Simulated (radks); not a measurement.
Coulomb parameter of the 4f shell of the samarium ion Sm+ in the model configuration [Xe] 4f4.5 6s1 6p1.5, as a second difference U = [E(n + 0.5) + E(n - 0.5) - 2 E(n)] / (0.5)^2 with all orbitals relaxed. "Bare": the charge of the atom changes with n. "Screened": the 6p shell takes up the change at fixed total charge, which measures U(4f,4f) + U(6p,6p) - 2 U(4f,6p). All-electron calculation, scalar-relativistic Kohn-Sham, SCAN, spin-unpolarised, spherical densities, finite nucleus; meta-GGA in the generalised Kohn-Sham scheme; Fermi nuclear charge, rms radius 5.0819 fm. Program: a radial shooting solver on a logarithmic mesh with Libxc functionals.

| case | configuration | E - E(n) (eV) |
|---|---|---|
| start | [Xe] 4f4.5 6s1 6p1.5 | 0.000 |
| bare +0.5 | [Xe] 4f5 6s1 6p1.5 | -9.330 |
| bare -0.5 | [Xe] 4f4 6s1 6p1.5 | 13.484 |
| screened +0.5 | [Xe] 4f5 6s1 6p1 | -6.458 |
| screened -0.5 | [Xe] 4f4 6s1 6p2 | 8.758 |

U(bare) = 16.619 eV, U(screened by 6p) = 9.198 eV, against the Slater integral F0(4f,4f) = 28.612 eV with frozen orbitals.
